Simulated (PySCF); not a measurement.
Gas-phase equilibrium of 1 mol SnCl₄, 1.5 mol H₂ at 1200 K and 1.00 bar, among 14 species (SnCl₄, HCl, SnH₂, SnHCl₃, SnCl₃, H, H₂, SnH₄, SnCl₂, SnH₂Cl₂, Cl, Cl₂, SnH₃Cl, SnHCl). Only gases are allowed; each row takes one source of thermochemistry for all species, and Cantera finds the minimum.

Energies from PySCF, thermal terms from the rigid-rotor harmonic-oscillator model, ideal gas at 1 bar. † marks an energy on the PBE0/def2-TZVP geometry and frequencies. Open shells (unrestricted) among the columns below: SnCl₃ (multiplicity 2), Cl (multiplicity 2, electronic degeneracy 6); the rest are closed-shell singlets. Spin-orbit splitting is ignored; it lowers the true energy and changes the entropy of Cl. B3LYP is the form with VWN-RPA correlation. Sn: scalar-relativistic def2 core potential, no spin-orbit coupling. SnCl₃: computed as isolated molecules; such fragments, hydroxides, amides, oligomers or adducts are transient or little studied in the gas. The harmonic model lacks anharmonicity and excited electronic states, which grow with temperature; levels with a mode under 35 cm⁻¹ are left out. Soft modes under 120 cm⁻¹ make the harmonic entropy rough for SnCl₄, SnCl₃, SnCl₂.

Molecules larger than those listed are left out.

Mole fractions:

```json
[
 {"thermochemistry": "B3LYP/def2-TZVP†", "x HCl": "0.57", "x SnCl₂": "0.29", "x H₂": "0.14", "x Cl": "9.9e-7", "x SnCl₄": "5.1e-7", "x SnCl₃": "1.2e-6"},
 {"thermochemistry": "HF/def2-TZVP†", "x HCl": "0.57", "x SnCl₂": "0.29", "x H₂": "0.14", "x Cl": "0.00045", "x SnCl₄": "1.2e-5", "x SnCl₃": "2.3e-5"},
 {"thermochemistry": "M06-2X/def2-TZVP†", "x HCl": "0.57", "x SnCl₂": "0.29", "x H₂": "0.14", "x Cl": "4.5e-7", "x SnCl₄": "0.00041", "x SnCl₃": "6.3e-5"},
 {"thermochemistry": "PBE/def2-TZVP†", "x HCl": "0.57", "x SnCl₂": "0.29", "x H₂": "0.14", "x Cl": "1.7e-7", "x SnCl₄": "1.7e-6", "x SnCl₃": "3.2e-6"},
 {"thermochemistry": "LDA/def2-TZVP†", "x HCl": "0.57", "x SnCl₂": "0.29", "x H₂": "0.14", "x Cl": "3.0e-9", "x SnCl₄": "1.8e-5", "x SnCl₃": "6.0e-6"},
 {"thermochemistry": "ωB97M-V/def2-TZVP†", "x HCl": "0.57", "x SnCl₂": "0.29", "x H₂": "0.14", "x Cl": "2.6e-7", "x SnCl₄": "3.2e-5", "x SnCl₃": "4.2e-6"}
]
```
The most sensitive of these is Cl: it spans a factor of 10^5.2 over these rows; at this temperature one factor of ten is RT ln 10 = 23 kJ/mol.
